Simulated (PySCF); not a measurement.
## Distorted geometries of [Pr(NH3)]3+

[Pr(NH3)]3+ (singlet in the valence; each metal's 4f electrons, 2 of them, lie in its core potential, out of spins and levels). PySCF 2.14.0, RKS PBE, Pr lcecp-1-SVP with ECP48, N def2-SVP, H def2-SVP; non-relativistic Hamiltonian with scalar-relativistic core potentials where named; density fitting; no spin-orbit coupling. Relaxed geometry:

```xyz
5

Pr    0.0000    0.0000   -0.1991
N     0.0000    0.0000    2.2385
H     0.9499    0.0000    2.6992
H    -0.4750    0.8226    2.6992
H    -0.4749   -0.8227    2.6992
```

Question: Order these distorted geometries by energy above the relaxed one, lowest first.
A.
```xyz
5

Pr    0.0564   -0.0338   -0.1109
N     0.0227    0.0148    2.2060
H     0.9906    0.0818    2.6545
H    -0.4960    0.7454    2.6792
H    -0.5737   -0.8082    2.7083
```
B.
```xyz
5

Pr   -0.0052   -0.0121   -0.2210
N    -0.0179   -0.0437    2.2209
H     0.9685    0.0427    2.7464
H    -0.4834    0.8103    2.6960
H    -0.4620   -0.7972    2.6948
```
C.
```xyz
5

Pr   -0.1754   -0.0325   -0.1531
N    -0.0843    0.1080    2.2696
H     1.0289    0.0352    2.5046
H    -0.4687    0.7837    2.7596
H    -0.3005   -0.8945    2.7565
```

Answer: B (0.17 eV), A (0.28 eV), C (0.82 eV).

Question: Which forces (eV/Å) act in the one that lies 0.82 eV up?

Answer: 
```
Pr  -0.25  0.17 -0.09
N    5.76 -8.68 -3.56
H   -2.19  0.93 -0.03
H   -3.01  5.41  4.29
H   -0.31  2.17 -0.61
```
Forces carry noise of the integration grid, about 0.01 to 0.03 eV/Å.

An lcecp potential fixes the number of 4f electrons, so in runs with it no electron can move into or out of that shell.
